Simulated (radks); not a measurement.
Results of a calculation; reference values are marked as such.
Problem. Excited configurations of Ni XXII: one electron is placed in a higher orbital outside [He] 2s2 2p2. The ground configuration is [He] 2s2 2p3. Code: a radial shooting solver on a logarithmic mesh with Libxc functionals. Model: scalar-relativistic Kohn-Sham, PBE, spin-unpolarised, spherical densities, point nucleus. Excitation = E - E(ground); binding = E(ion) - E, where the ion is the core of charge +22; n* = 22/sqrt(2 binding) in atomic units. These energies are relativistic, and a one-electron ion of charge +22 with no core already has n* below n in this formula (scalar-relativistic equation, point nucleus: 3s 2.990, 3p 2.995, 3d 2.998, 4s 3.989, 4p 3.994, 5p 4.993, 6s 5.989, 6f 5.998, 7s 6.988, 7p 6.993, 7d 6.996, 7f 6.998). The quantum defect is therefore taken as that value minus n*, so that it holds no relativistic shift of the bare ion.

| outer orbital | excitation (eV) | binding (eV) | n* | quantum defect | eigenvalue (eV) | <r> (bohr) |
|---|---|---|---|---|---|---|
| 3s | 1060.0 | 822.31 | 2.830 | 0.160 | -802.78 | 0.5482 |
| 3p | 1091.8 | 790.52 | 2.886 | 0.108 | -769.79 | 0.5254 |
| 3d | 1128.8 | 753.50 | 2.956 | 0.042 | -728.91 | 0.4577 |
| 4s | 1432.3 | 450.01 | 3.825 | 0.164 | -440.44 | 1.000 |
| 4p | 1445.4 | 436.92 | 3.882 | 0.112 | -427.17 | 0.9855 |
| 5p | 1605.6 | 276.75 | 4.878 | 0.115 | -271.04 | 1.581 |
| 6s | 1687.7 | 194.67 | 5.816 | 0.172 | -190.92 | 2.311 |
| 6f | 1697.5 | 184.80 | 5.969 | 0.029 | -180.64 | 2.160 |
| 7s | 1740.4 | 141.96 | 6.811 | 0.178 | -139.30 | 3.169 |
| 7p | 1742.7 | 139.64 | 6.867 | 0.126 | -136.96 | 3.177 |
| 7d | 1745.0 | 137.33 | 6.925 | 0.072 | -134.60 | 3.140 |

Estimate the row for 7f.

Solution. excitation (eV) 1746.4; binding (eV) 135.90; n* 6.961; quantum defect 0.037; eigenvalue (eV) -133.06; <r> (bohr) 3.037. The Delta-SCF ionisation energy is 1882.3 eV (NIST Atomic Spectra Database: 1880 eV, semi-empirical). Self-interaction in the functional shifts the binding energies and quantum defects, so they are the method's values and not measured ones. Spin polarisation and multiplet splitting are left out, so open shells lie too high by an amount that depends on their filling.

Beside tabulated values, note that spin-unpolarised runs miss the spin-polarisation part of the exchange energy of open shells.
